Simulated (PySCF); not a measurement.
## From computed data to an observable: oscillator strength and radiative lifetime

C₄H₅N₂, SMILES n1c[nH+]ccc1, charge +1.

Geometry optimised at TPSSh-D3(BJ)/def2-SVP. The isomer is the one that the SMILES or the coordinates give; other isomers of the formula were not compared.

TDDFT-LC-ωPBE/def2-SVPD run with PySCF 2.14.0 puts the first singlet state with f over 0.02 at 5.76 eV (vertical), with the transition dipole (0.823, 0.202, 0.000) in atomic units.

Task: Find the oscillator strength, the wavelength and the radiative lifetime that this transition would have in vacuum if emission retraced absorption.

Result: 
|μ|² = 0.7181 au, so |μ| = 2.15 D. ΔE = 5.76/27.211 = 0.2117 hartree. f = (2/3) ΔE |μ|² = 0.101 (the program prints 0.101).
λ = 1239.84/5.76 = 215 nm; ν = 46458 cm⁻¹.
Einstein's coefficient A = 0.6670 ν² f s⁻¹ (ν in cm⁻¹) = 1.5e8 s⁻¹, so τ = 1/A = 6.9 ns. This state is S3; the lower singlets have f = 0.000, 0.006. The figure is the radiative limit of this one transition; relaxation, internal conversion, crossing to triplets and a medium change what is measured.
